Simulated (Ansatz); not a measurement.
Relaxation of H₇NSn (9 atoms, charge 0, multiplicity 1), to a largest force component of 0.03 eV/Å in at most 50 steps.

All numbers below come from Ansatz, RKS B3LYP-D4/def2-mTZVP.

```xyz
9
Properties=species:S:1:pos:R:3:forces:R:3
Sn -0.538 0.049 -0.483 -0.49 0.00 -0.12
H -0.104 -0.088 2.436 1.48 -0.02 0.55
H 0.935 -0.122 0.389 0.00 0.01 0.00
H -0.567 1.563 -1.286 0.00 -0.01 0.01
H -0.705 -1.263 -1.572 0.00 0.00 -0.01
N -2.291 0.010 0.642 0.16 0.04 -0.58
H -2.442 -0.847 1.163 0.00 -0.01 0.00
H -2.408 0.791 1.277 0.00 0.00 0.00
H -0.808 -0.092 2.362 -1.15 -0.01 0.16
```

Question: Where does it end, and by what steps?

Answer: The run converged. The force dipped under the threshold on the way, but the program's further checks kept it going. After 13 steps the energy has fallen by 0.278 eV; H2 moved furthest, 1.13 Å.

| step | energy less start (eV) | largest force component (eV/Å) | accepted |
| --- | --- | --- | --- |
| 0 | 0.0000 | 1.475 | yes |
| 1 | -0.1571 | 0.231 | yes |
| 2 | -0.2246 | 0.135 | yes |
| 3 | -0.2564 | 0.055 | yes |
| 4 | -0.2690 | 0.104 | yes |
| 5 | -0.2746 | 0.095 | yes |
| 6 | -0.2766 | 0.022 | yes |
| 7 | -0.2761 | 0.233 | no |
| 8 | -0.2771 | 0.035 | yes |
| 9 | -0.2774 | 0.025 | yes |
| 10 | -0.2775 | 0.051 | yes |
| 11 | -0.2776 | 0.064 | yes |
| 12 | -0.2777 | 0.041 | yes |
| 13 | -0.2778 | 0.015 | yes |

```xyz
9
Properties=species:S:1:pos:R:3
Sn -0.633 0.064 -0.767
H -0.121 -0.152 3.563
H 0.863 -0.079 0.080
H -0.693 1.567 -1.585
H -0.818 -1.260 -1.838
N -2.293 0.028 0.449
H -2.394 -0.831 0.982
H -2.326 0.797 1.111
H -0.514 -0.133 2.933
```

Whether the end is a true minimum wasn't checked by a vibrational analysis.

Run time: 48 s on 1 thread of Arm Neoverse V1, on a shared host, peak memory 0.15 GiB.
